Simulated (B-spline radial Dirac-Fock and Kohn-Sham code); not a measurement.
## X-ray form factors of tungsten in several charge states

Calculated with a radial atomic solver, using Dirac-Fock orbitals of the configuration average with a finite nucleus.

Configurations: W³³⁺ [Kr] 4d5; W³⁶⁺ [Kr] 4d2; W³⁸⁺ [Ar] 3d10 4s2 4p6; W⁴⁰⁺ [Ar] 3d10 4s2 4p4; W⁴¹⁺ [Ar] 3d10 4s2 4p3; W⁴⁴⁺ [Ar] 3d10 4s2. The first column is f₀ of W³³⁺, the others are differences from it.

```tsv
s (Å⁻¹)	W³³⁺	Δ W³⁶⁺	Δ W³⁸⁺	Δ W⁴⁰⁺	Δ W⁴¹⁺	Δ W⁴⁴⁺
0	41.000	-3.000	-5.000	-7.000	-8.000	-11.000
0.05	40.936	-2.987	-4.979	-6.971	-7.967	-10.956
0.1	40.744	-2.947	-4.915	-6.884	-7.869	-10.827
0.15	40.429	-2.883	-4.810	-6.742	-7.709	-10.613
0.2	39.994	-2.795	-4.667	-6.547	-7.488	-10.320
0.25	39.447	-2.684	-4.488	-6.303	-7.213	-9.954
0.3	38.796	-2.555	-4.278	-6.015	-6.888	-9.521
0.35	38.051	-2.408	-4.040	-5.689	-6.519	-9.030
0.4	37.223	-2.248	-3.779	-5.332	-6.115	-8.489
0.45	36.324	-2.078	-3.500	-4.950	-5.682	-7.909
0.5	35.365	-1.900	-3.209	-4.549	-5.228	-7.299
0.6	33.321	-1.535	-2.610	-3.722	-4.289	-6.033
0.7	31.188	-1.178	-2.021	-2.903	-3.357	-4.767
0.8	29.054	-0.849	-1.475	-2.138	-2.483	-3.570
0.9	26.994	-0.563	-0.996	-1.461	-1.707	-2.498
1	25.062	-0.328	-0.599	-0.895	-1.055	-1.586
1.1	23.294	-0.149	-0.292	-0.450	-0.540	-0.853
1.2	21.707	-0.022	-0.071	-0.125	-0.160	-0.303
1.4	19.068	+0.096	+0.147	+0.210	+0.237	+0.300
1.6	17.035	+0.092	+0.155	+0.238	+0.279	+0.400
```
